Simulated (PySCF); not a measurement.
C₃H₃ClF₂, SMILES F[C@@H]1[C@H](F)[C@H]1Cl. Atoms are numbered in the order given.

```xyz
9

F     -1.6267     0.2004     1.3863
C     -0.6275    -0.4364     0.7491
C     -0.6275    -0.4364    -0.7491
F     -1.6267     0.2004    -1.3863
C      0.3567     0.4048     0.0000
Cl     2.0633     0.0227     0.0000
H     -0.2706    -1.3304     1.2723
H     -0.2706    -1.3304    -1.2723
H      0.1341     1.4765     0.0000
```
Charge 0, spin multiplicity 1.

Geometry optimised at PBE0-D3(BJ)/def2-SVP. The structure was generated by enumeration; whether it is a known compound was not checked.

Computed with PBE/def2-TZVP (PySCF).

Atomic charges (e):

```
atom  Löwdin  meta-Löwdin
----  ------  -----------
F1      0.19        -0.26
C2     -0.34         0.15
C3     -0.34         0.15
F4      0.19        -0.26
C5     -0.48        -0.14
Cl6     0.35        -0.07
H7      0.14         0.13
H8      0.14         0.13
H9      0.15         0.16
```

Computed Mayer and Wiberg (Löwdin basis) orders of the bonds:
```csv
bond,Mayer,Wiberg
F1–C2,1.11,1.75
C2–C3,0.92,1.20
C3–F4,1.11,1.75
C2–C5,0.95,1.24
C3–C5,0.95,1.24
C5–Cl6,1.06,1.68
C2–H7,0.94,0.84
C3–H8,0.94,0.84
C5–H9,0.93,0.82
```
